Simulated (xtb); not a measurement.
C3H7NOSi, SMILES N1[SiH2]OC=CC1. All values are semi-empirical tight-binding results from xtb (GFN2-xTB unless named), good for trends rather than for accurate numbers. Geometry: GFN2-xTB. The structure was generated by enumeration, and PubChem lists no compound with its InChIKey, so it may never have been made. One conformer was computed; it need not be the lowest.

Optimised geometry:

```xyz
13

C      1.3218    -1.0063    -0.1654
C      1.5495     0.2470     0.1951
O      0.6201     1.2106     0.3338
Si    -0.9806     0.9447     0.1163
N     -1.1203    -0.7572    -0.0340
C     -0.0219    -1.5881    -0.4838
H      2.1541    -1.6860    -0.2550
H      2.5484     0.6056     0.4130
H     -1.3430     1.7312    -1.0665
H     -1.6529     1.3491     1.3443
H     -2.0140    -1.1867    -0.2061
H     -0.0776    -1.7703    -1.5718
H     -0.1015    -2.5685     0.0068
```

```json
{
  "orbital_gap": "4.64 eV",
  "dipole_moment": "1.83 D",
  "zero_point_energy": "60.3 kcal/mol",
  "G − E(el) at 298.15 K (modified RRHO)": "41.2 kcal/mol",
  "static polarisability (D4 model)": "75.6 bohr³",
  "solvation energy, GFN2-xTB/ALPB(water)": "-0.8 kcal/mol",
  "solvation energy, GFN2-xTB/ALPB(ether)": "-4.4 kcal/mol"
}
```

Computed atomic charges and the Wiberg bond orders between heavy atoms:
charges (e) C1 -0.09, C2 0.10, O3 -0.34, Si4 0.54, N5 -0.32, C6 0.03, H7 0.04, H8 0.03, H9 -0.08, H10 -0.09, H11 0.14, H12 0.02, H13 0.03. Bond orders C1–C2 1.85, C2–O3 1.08, O3–Si4 1.03, Si4–N5 1.14, C1–C6 1.03, N5–C6 1.03.
